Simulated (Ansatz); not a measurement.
Start from `[SiH3][GeH2][GeH2][SiH2][SiH2][GeH3]` and change one atom or group to get `[SiH3][GeH2][SiH2][SiH2][GeH3]`.

Ansatz, PBE0-D4/def2-TZVP geometries, multiplicity 1. Each molecule was computed in one conformer, which needn't be the lowest.

Scalar relativity is left out up to krypton.

```tsv
property	`[SiH3][GeH2][GeH2][SiH2][SiH2][GeH3]`
size of the dipole moment (PBE/def2-TZVPP) / D	0.13
HOMO–LUMO gap (PBE/def2-TZVPP) / eV	5.37
size of the dipole moment (B3LYP/def2-TZVPP) / D	0.22
HOMO energy (ωB97M-V/def2-TZVPP) / eV	-9.61
HOMO energy (B3LYP/def2-TZVPP) / eV	-7.48
LUMO energy (PBE/def2-TZVPP) / eV	-1.33
```

Q: What does the change do to each property? (Estimate.)

A: Computed: 
```csv
property,`[SiH3][GeH2][SiH2][SiH2][GeH3]`,shift
size of the dipole moment (PBE/def2-TZVPP) / D,0.13,0.00
HOMO–LUMO gap (PBE/def2-TZVPP) / eV,5.58,0.21
size of the dipole moment (B3LYP/def2-TZVPP) / D,0.22,0.00
HOMO energy (ωB97M-V/def2-TZVPP) / eV,-9.76,-0.15
HOMO energy (B3LYP/def2-TZVPP) / eV,-7.61,-0.13
LUMO energy (PBE/def2-TZVPP) / eV,-1.23,0.10
```

With PBE0 the HOMO falls by 0.12 eV and the LUMO rises by 0.12 eV, so the gap widens by about 0.24 eV. PBE moves the HOMO by -0.10 eV and ωB97M-V by -0.15 eV. Dipoles are sizes alone; their direction can turn.

B3LYP here is the variant with VWN-RPA as its local correlation; programs differ in this.
